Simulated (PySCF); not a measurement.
Compound: C5H10O2.
Atom-mapped SMILES: `[CH3:1][C:2]([CH3:3])([CH3:4])[C:5](=[O:6])[OH:7]` (hydrogens: H8, H9, H10 on C1; H11, H12, H13 on C3; H14, H15, H16 on C4; H17 on O7)

The same species was optimised twice, with GFN2-xTB and with PBE0-D3(BJ)/def2-SVP (PySCF), and the same property calculations (PySCF, gas phase) were run on both structures.

```tsv
coordinate	GFN2-xTB	PBE0-D3(BJ)/def2-SVP	change
C1–C2 (Å)	1.528	1.525	-0.003
C5=O6 (Å)	1.201	1.203	+0.002
C2–C3 (Å)	1.533	1.534	+0.001
C2–C4 (Å)	1.533	1.534	+0.001
C2–C5 (Å)	1.521	1.522	+0.001
C5–O7 (Å)	1.341	1.343	+0.002
C1–C2–C5 (°)	109.2	108.8	-0.4
C4–C2–C5 (°)	108.3	108.7	+0.4
C3–C2–C4 (°)	110.1	109.8	-0.3
C3–C2–C5 (°)	108.3	108.5	+0.2
C1–C2–C3 (°)	110.4	110.5	+0.1
C2–C5–O7 (°)	112.4	112.3	-0.1
O6–C5–O7 (°)	121.8	121.9	+0.1
C1–C2–C4 (°)	110.4	110.5	+0.1
C1–C2–C5–O6 (°)	0	-1	-1
```

Rotational constants: A = 3348, B = 2394, C = 2010 MHz (GFN2-xTB) against A = 3336, B = 2389, C = 2004 MHz (PBE0-D3(BJ)/def2-SVP). Atoms that the bonding makes alike are paired by their places after alignment.

On the GFN2-xTB structure: HOMO (eV) -7.86 [PBE0/pcSseg-1]; LUMO (eV) 0.39 [PBE0/pcSseg-1]; dipole (D) 1.75 [PBE0/pcSseg-1]; GIAO shielding of C1/C3/C4 (mean) (ppm) 157.9 [PBE0/pcSseg-1]; GIAO shielding of C2 (ppm) 146.5 [PBE0/pcSseg-1]; GIAO shielding of C5 (ppm) 3.3 [PBE0/pcSseg-1]; GIAO shielding of O6 (ppm) -100.4 [PBE0/pcSseg-1]; GIAO shielding of O7 (ppm) 132.6 [PBE0/pcSseg-1].

Question: What do these properties become on the PBE0-D3(BJ)/def2-SVP structure?

Answer: 
```json
{"property": "HOMO (eV)", "level": "PBE0/pcSseg-1", "on GFN2-xTB": "-7.86", "on PBE0-D3(BJ)/def2-SVP": "-7.91", "change": "-0.05"}
{"property": "LUMO (eV)", "level": "PBE0/pcSseg-1", "on GFN2-xTB": "0.39", "on PBE0-D3(BJ)/def2-SVP": "0.34", "change": "-0.05"}
{"property": "dipole (D)", "level": "PBE0/pcSseg-1", "on GFN2-xTB": "1.75", "on PBE0-D3(BJ)/def2-SVP": "1.70", "change": "-0.05"}
{"property": "energy, GFN2-xTB geometry as zero (kcal/mol)", "level": "PBE0/pcSseg-1", "on GFN2-xTB": "0.0", "on PBE0-D3(BJ)/def2-SVP": "-0.5", "change": "-0.5"}
{"property": "GIAO shielding of C1/C3/C4 (mean) (ppm)", "level": "PBE0/pcSseg-1", "on GFN2-xTB": "157.9", "on PBE0-D3(BJ)/def2-SVP": "155.6", "change": "-2.3"}
{"property": "GIAO shielding of C2 (ppm)", "level": "PBE0/pcSseg-1", "on GFN2-xTB": "146.5", "on PBE0-D3(BJ)/def2-SVP": "146.2", "change": "-0.3"}
{"property": "GIAO shielding of C5 (ppm)", "level": "PBE0/pcSseg-1", "on GFN2-xTB": "3.3", "on PBE0-D3(BJ)/def2-SVP": "2.2", "change": "-1.1"}
{"property": "GIAO shielding of O6 (ppm)", "level": "PBE0/pcSseg-1", "on GFN2-xTB": "-100.4", "on PBE0-D3(BJ)/def2-SVP": "-100.1", "change": "+0.3"}
{"property": "GIAO shielding of O7 (ppm)", "level": "PBE0/pcSseg-1", "on GFN2-xTB": "132.6", "on PBE0-D3(BJ)/def2-SVP": "127.6", "change": "-5.0"}
```

The heavy atoms differ by 0.013 Å rms after alignment (one structure mirrored). Among bonds between heavy atoms C1–C2, C5=O6 and C5–O7 change most and about equally (-0.003 to +0.002 Å). Changes are differences of the printed values. Neither structure is proved a minimum here.

Conformer computed: `[CH3:1][C:2]([CH3:3])([CH3:4])[C:5](=[O:6])[OH:7]`: C1–C2–C5–O6 -1°, H–O7–C5–C2 180°.
